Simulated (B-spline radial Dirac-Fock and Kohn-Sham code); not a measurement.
Neutral niobium: differential elastic cross section for electrons at 300 eV

These are calculated numbers from a radial B-spline solver; the model is relativistic (Dirac) partial waves in the static field of the Dirac-Fock atom with Furness-McCarthy exchange, without polarisation or absorption potentials.

```tsv
θ (°)	dσ/dΩ (a₀²/sr)	Sherman function
0	128	0.000
1	126	0.000
2	121	0.000
3	112	0.000
5	88.7	0.000
7	65.2	0.000
10	38.1	0.000
15	15.4	0.000
20	6.68	-0.002
25	3.09	-0.005
30	1.57	-0.010
40	0.771	-0.004
50	0.727	0.016
60	0.573	0.031
70	0.253	0.045
80	0.0359	-0.008
90	0.110	-0.082
100	0.370	-0.028
110	0.530	-0.012
120	0.417	-0.004
130	0.153	-0.008
140	0.0579	-0.094
150	0.382	-0.028
160	1.07	-0.012
170	1.77	-0.005
180	2.06	0.000
```

Q: What integrated cross sections go with this distribution?

A: The total elastic cross section is 17.8 a₀², the first transport cross section 5.30 a₀² and the second, weighted with (3/2) sin²θ, 5.20 a₀². The mean deflection is ⟨1 − cos θ⟩ = 0.298, and 14 % of the collisions scatter beyond 90°.

On this grid of angles the cross section has minima near 80°, 140°, from interference among the few low partial waves with large phase shifts.
